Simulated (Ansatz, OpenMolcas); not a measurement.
**How methods differ on CH3AlF2O (SMILES C[O][Al]([F])[F])**

CH3AlF2O has 8 atoms, charge 0, and is taken as a singlet. As SMILES, `C[O][Al]([F])[F]`. The shape is that of a PBE0-D4/def2-TZVP optimisation.

Quantity: the vertical energy of the triplet above the singlet, in eV. The values are calculated.

| level | kind | program | value (eV) | less CCSD(T)/6-31G* |
| --- | --- | --- | --- | --- |
| SVWN5/6-31G* (spherical functions) | LDA | OpenMolcas | 5.91 | -0.86 |
| revPBE/6-31G* (spherical functions) | GGA | OpenMolcas | 5.91 | -0.86 |
| r2SCAN0/6-31G* (spherical functions) | hybrid meta-GGA | Ansatz | 6.43 | -0.34 |
| HSE06/6-31G* (spherical functions) | range-separated hybrid | Ansatz | 6.31 | -0.46 |
| B2PLYP/6-31G* (spherical functions) | double hybrid | Ansatz | 6.60 | -0.17 |
| RPA@PBE0/6-31G* (spherical functions) | RPA | Ansatz | 6.62 | -0.15 |
| MP2/6-31G* (spherical functions) | perturbation theory | Ansatz | 7.16 | +0.39 |
| CCSD(T)/6-31G* (spherical functions), open shells restricted | coupled cluster or CI | OpenMolcas | 6.77 | 0.00 |

CCSD(T)/6-31G* (spherical functions), open shells restricted is the highest level here, not the true value. The values span 5.91 to 7.16 eV. A triplet this far above the singlet is often a Rydberg-like or dissociative state; sets without diffuse functions put Rydberg states too high. The second state's dipole differs much between rows, so they may not all be the same state.
